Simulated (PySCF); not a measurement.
All values below come from PBE-D3(BJ)/def2-TZVP // TPSS-D3(BJ)/def2-SVP in PySCF. Gas-phase values, no solvent. One relaxed conformer stands for a flexible species; it need not be the lowest. 

Reference species: [Zn(CH3)(SH)] (neutral, multiplicity 1).

```json
{
  "LUMO": "-1.12 eV",
  "coordination_number": "2",
  "charge on the central atom (meta-Löwdin)": "1.02 e"
}
```

Changed species: [Zn(CH3)2] (0 of 2 CH3 replaced by SH; the reference has 1 of 2 CH3 replaced by SH).

Problem. Give the shifts of the LUMO, coordination number and charge on the central atom (meta-Löwdin).

Solution. the LUMO rises by 0.58 eV, to -0.54 eV; the coordination number is nearly the same; the charge on the central atom (meta-Löwdin) hardly moves.
